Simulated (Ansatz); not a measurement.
CH₅ClFNSi₂ (`F/C(=N\[SiH3])[SiH2]Cl`), charge 0, multiplicity 1.

Task: Give a relaxed structure at PBE0-D4/def2-TZVP (Ansatz). (An estimate is asked.)

Result: The calculation gave: 
Z-matrix (Å, degrees):
```
Si
N 1 1.744
H 1 1.482 2 106.4
H 1 1.482 2 106.4 3 117.2
H 1 1.485 2 114.5 3 -121.4
C 2 1.238 1 132.7 3 122.0
F 6 1.357 2 123.3 1 0.1
Si 6 1.897 2 119.6 1 -179.0
Cl 8 2.044 6 111.2 2 -173.6
H 8 1.478 6 107.7 2 66.8
H 8 1.477 6 107.5 2 -53.7
```
This is one stationary point; other conformers may exist.
